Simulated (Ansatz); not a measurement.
## ScH: state-averaged CASSCF

Computed with Ansatz's Gaussian-basis code (development build). State-averaged CASSCF with equal weights; occupations are averaged over the states; levels count from the state that is lowest in CASSCF. The basis is small, far from the limit. No symmetry is imposed, so a solution can break that of the shape. The lowest solution met needn't be the lowest there is, nor hold the orbitals that a chemist would pick. The average may hold one member of a degenerate pair alone.

Geometry: bond length 2.6625 Å. A bond is stretched, to 1.32 times the sum of the covalent radii.

Basis def2-SVP, nonrelativistic, 9 orbitals frozen in the corrections; active space CAS(4,7). Averaged: 2 singlets.

(1) Give the levels in order.

Results:

(1) 

| state | CASSCF (eV) | SC-NEVPT2 (eV) |
| --- | --- | --- |
| singlet | 0.000 | 0.000 |
| singlet | 0.097 | 0.112 |

Occupations: 1.89, 1.18, 0.49, 0.29, 0.07, 0.04, 0.04.
